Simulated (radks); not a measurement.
Question: Coherent X-ray form factor from a spherical all-electron density. All-electron calculation, Dirac Kohn-Sham, LDA (Slater exchange, Perdew-Wang correlation), spin-unpolarised, spherical densities, point nucleus. Program: a radial shooting solver on a logarithmic mesh with Libxc functionals.

sin(theta)/lambda (1/angstrom),f0 (electrons)
0.05,78.910
0.1,76.031
0.15,72.175
0.2,68.024
0.25,63.952
0.3,60.115
0.4,53.309
0.5,47.611
0.6,42.823
0.8,35.134
1,29.086
1.25,23.311
1.5,19.327
2,14.958

The species is in the configuration that NIST lists as its ground one. Which atom or ion scatters so?

Answer: Neutral mercury, [Hg]. Extrapolating in s^2 from the first two rows gives f0(0) = 79.9, near the electron count 80; among species with that count, the fall with angle is slower the higher Z, and the table is that of Z = 80; from so few rows the species is fixed only to a neighbour or two.
